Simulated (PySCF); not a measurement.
CH₈FNOSi₂. Atoms are numbered in the order given.

```xyz
14

C     -2.3635    -0.6799     0.2003
Si    -0.9782     0.3656    -0.5075
O     -1.2396     2.0127    -0.3254
Si     1.0540    -0.2665     0.4773
N      2.3675     0.4228    -0.3787
F      1.0501    -1.9110     0.4842
H     -2.1321    -1.7458     0.0422
H     -2.4776    -0.5194     1.2839
H     -3.3252    -0.4538    -0.2853
H     -0.8940     0.1494    -1.9838
H     -1.0564     2.3809     0.5431
H      1.2183     0.1258     1.9099
H      3.3083     0.4360    -0.0012
H      2.3726     0.4575    -1.3915
```

Geometry: PBE0-D3(BJ)/def2-SVP. The structure was generated by enumeration; whether it is a known compound was not checked. Other conformers were not sampled.

All values below come from HF/def2-TZVP run with PySCF.

The molecule is in vacuum.

Computed frontier levels, gap, dipole moment and polarisability:
- highest occupied level = -10.60 eV
- lowest empty level = 2.67 eV
- orbital gap = 13.27 eV
- dipole moment = 0.290 e·Å
- quadrupole, principal values (traceless, Buckingham form, about the centre of nuclear charge) = -15.99, 4.69, 11.30 D·Å
- mean static polarisability = 67.2 bohr³ (9.96 Å³)
- polarisability, principal values = 60.0, 65.9, 75.7 bohr³
